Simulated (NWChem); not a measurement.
Molecule: SiH₄S₂O; SMILES O[SiH](S)S

```xyz
8

Si    -0.2055    -0.1054    -0.2607
O     -1.7322    -0.0638     0.3913
S      1.1569     1.3714     0.4811
S      0.6044    -1.9721     0.3582
H     -0.2856     0.0887    -1.7378
H     -2.2780     0.6991     0.1746
H      1.0672     2.1403    -0.6264
H     -0.6079    -2.5710     0.3815
```
Atoms are numbered in this order, from 1.

Level: PBE0/def2-SVP (NWChem), optimised geometry, unscaled harmonic frequencies. 

**Question.** List the harmonic frequencies with IR intensities, and the thermochemistry.

**Answer.** 
| frequency (cm⁻¹) | IR intensity (km/mol) |
|---|---|
| 98 | 25.2 |
| 141 | 31.7 |
| 179 | 64.2 |
| 234 | 10.6 |
| 262 | 15.5 |
| 288 | 31.2 |
| 487 | 27.0 |
| 562 | 75.2 |
| 696 | 62.3 |
| 732 | 142.4 |
| 765 | 23.1 |
| 844 | 250.6 |
| 856 | 55.4 |
| 930 | 122.8 |
| 2229 | 132.2 |
| 2711 | 1.1 |
| 2715 | 0.1 |
| 3918 | 112.0 |

```
Quantity                                                                            Value
-----------------------------------------------------------------------  ----------------
zero-point energy                                                           26.6 kcal/mol
thermal correction to the enthalpy at 298.15 K (with zero-point energy)     31.7 kcal/mol
heat capacity Cv                                                         23.2 cal/(mol K)
entropy at 298.15 K and 1 atm (symmetry number 1)                        83.4 cal/(mol K)
dipole moment                                                                      2.96 D
```

Rigid rotor and harmonic oscillator; modes under 100 cm⁻¹ make the entropy uncertain.
